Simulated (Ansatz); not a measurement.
Species: AlOF$_{2}$H, net charge 0, singlet state. SMILES: [F][Al]([OH])[F]
Coordinates optimised at B3LYP-D3(BJ)/def2-TZVP (Ansatz, an electronic-structure program):
```xyz
5

Al    -0.0065     0.0132    -0.0079
F     -1.3902    -0.8427    -0.2376
F      0.0720     1.5441    -0.5861
O      1.3237    -0.6222     0.7943
H      1.3595    -1.5063     1.1617
```

Quantity: atomisation energy, in kcal/mol. Set-up: spin-orbit terms left out; 6-311+G** with 5d, 6d on Na to Ar in Ansatz; atomisation electronic, to ground-state atoms; valence correlation only; six Cartesian d functions in 6-31G* and its kin unless marked 5d; open shells spin-unrestricted; non-relativistic; LANL2DZ with its own core potentials from Na on. Basis-set limits of correlation are two-point, X^-3; Hartree-Fock from the larger set. [CCSD(T)-MP2]/basis is that difference in the basis named. First-principles rows: single points at B3LYP-D3(BJ) geometries (Ansatz).

Coupled cluster (Ansatz) is a level with limits of its own, used here on species with T1 under 0.025 (0.045 for open shells) and stable references: RI-MP2/CBS(aug-cc-pV(T+d)Z,aug-cc-pV(Q+d)Z)+[CCSD(T)-MP2]/aug-cc-pV(T+d)Z.

Value to compare with, RI-MP2/CBS(aug-cc-pV(T+d)Z,aug-cc-pV(Q+d)Z)+[CCSD(T)-MP2]/aug-cc-pV(T+d)Z (Ansatz): 512.2 kcal/mol.

| level | program | atomisation energy (kcal/mol) | difference |
|---|---|---|---|
| MP2/STO-3G | Ansatz | 373.2 | -139.0 |
| MP2/3-21G | Ansatz | 415.8 | -96.4 |
| MP2/LANL2DZ | Ansatz | 411.6 | -100.6 |
| MP2/6-31G* | Ansatz | 485.6 | -26.6 |
| MP2/6-311+G** | Ansatz | 490.0 | -22.2 |

Among the 5 habitual levels, MP2/STO-3G lies farthest from RI-MP2/CBS(aug-cc-pV(T+d)Z,aug-cc-pV(Q+d)Z)+[CCSD(T)-MP2]/aug-cc-pV(T+d)Z (Ansatz) (-139.0 kcal/mol) and MP2/6-311+G** nearest (-22.2); 0 of 5 lie above it, and their mean absolute difference is 77.0 kcal/mol, the median 96.4. One case shows no general order.

The sets are all those run for this method; runs whose electronic state is in doubt are left out.
